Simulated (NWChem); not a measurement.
# SnH$_{4}$; SMILES [SnH4]

```xyz
5

Sn     0.0000     0.0000     0.0000
H      1.1107     0.0000     1.3022
H      0.8038    -0.4721    -1.4354
H     -0.6461     1.5724    -0.1988
H     -1.2684    -1.1003     0.3320
```
Atoms are numbered in this order, from 1.

Program: NWChem. All runs use the structure optimised with PBE0/def2-SVP. def2 effective core potentials on Sn; no spin-orbit coupling. Level: PBE0/def2-SVPD; rows give the wavelength of the field.

For field 589 nm:

```yaml
isotropic polarisability (bohr³): 46.9
```

Question: What are these values for field static?

Answer: The isotropic polarisability (bohr³) comes out as 44.9.
